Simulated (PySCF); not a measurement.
hydrogen telluride (H2Te), SMILES [TeH2].

The structure is a stationary point at PBE-D3(BJ)/def2-TZVPD. The def2 effective core potentials stand for the cores of Te; spin–orbit coupling is left out.

Two levels are set side by side: TDA-PBE/def2-TZVPD (PySCF) and TDA-LC-ωPBE/def2-TZVPD (PySCF). Vertical, same geometry. The lowest singlet is HOMO→LUMO 100 % with PBE and HOMO→LUMO 57 %, HOMO→LUMO+3 40 % with the other functional; states are paired by order. Differences are taken from unrounded values.

```
quantity                               TDA-PBE
-------------------------------------  -------
lowest singlet excitation (eV)            4.06
lowest triplet excitation (TDA) (eV)      3.56
first bright state (f over 0.05) (eV)     6.69
its oscillator strength                   0.13
```

Question: These are the TDA-PBE values. What does TDA-LC-ωPBE give? (Estimate from the structure and the level; the computed values follow.)

Answer: 
```tsv
quantity	TDA-LC-ωPBE	TDA-PBE minus TDA-LC-ωPBE
lowest singlet excitation (eV)	4.27	-0.20
lowest triplet excitation (TDA) (eV)	3.69	-0.13
first bright state (f over 0.05) (eV)	7.37	-0.68
its oscillator strength	0.31	-0.18
```

Functionals without exact exchange tend to place singlet excitations lower, as here. Differences between two approximate levels are no errors against the true value.

Rough cost on one machine, each run with all the roots and properties that it gave: TDA-LC-ωPBE against TDA-PBE about 3 times.
